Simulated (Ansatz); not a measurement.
Isolated molecules relaxed with PBE0-D4/def2-TZVP in Ansatz; ΔE leaves out vibrations. CBS: MP2 limit from def2 TZ/QZ plus the TZ coupled-cluster correction, frozen cores. Functionals use def2-TZVPP.

Consider the isomerisation: `C1=NC[SiH2]1` → `C1=C[SiH2]N1`.

`C1=NC[SiH2]1`:

Cartesian coordinates in Å:
```
C 1.130 0.679 -0.143
N 1.256 -0.595 -0.058
C -0.134 -1.104 0.095
Si -0.737 0.693 0.008
H 2.003 1.319 -0.262
H -0.391 -1.782 -0.722
H -0.248 -1.648 1.034
H -1.535 1.128 -1.173
H -1.344 1.310 1.221
```

`C1=C[SiH2]N1`:

Cartesian coordinates in Å:
```
C -0.660 -0.570 0.666
C 0.667 -0.435 0.885
Si 0.669 0.639 -0.604
N -1.057 0.289 -0.379
H -1.392 -1.187 1.187
H 1.258 -0.855 1.680
H 1.027 2.080 -0.531
H 1.229 0.079 -1.863
H -1.741 -0.040 -1.041
```

```json
{"level": "LDA (SPW92)", "ΔE (kcal/mol)": "-20.5"}
{"level": "ωB97X-V", "ΔE (kcal/mol)": "-17.2"}
{"level": "CAM-B3LYP", "ΔE (kcal/mol)": "-18.4"}
{"level": "MP2/def2-SVP", "ΔE (kcal/mol)": "-16.8"}
```

**Question.** What does CCSD(T)/CBS give? (Best estimate.)

**Answer.** Ansatz gave: -18.0 kcal/mol. The listed levels differ from it by -2.5, 0.8, -0.4, 1.2 kcal/mol.

Largest T1 diagnostic among the species: 0.013.

From PBE to PBE0 (25 % exact exchange), in def2-TZVPP and without D4, ΔE moves by −1.4 kcal/mol. Leaving LDA and LC-ωPBE aside and taking each functional with its dispersion term where it has one, the values, not all of them listed here, spread over 4.2 kcal/mol, from r2SCAN0-D4 to revPBE-D4. LDA lies −3.4 kcal/mol from PBE without D4. At CCSD(T), def2-SVP lies +3.7 kcal/mol from the extrapolated value and def2-TZVPP +1.2 kcal/mol.
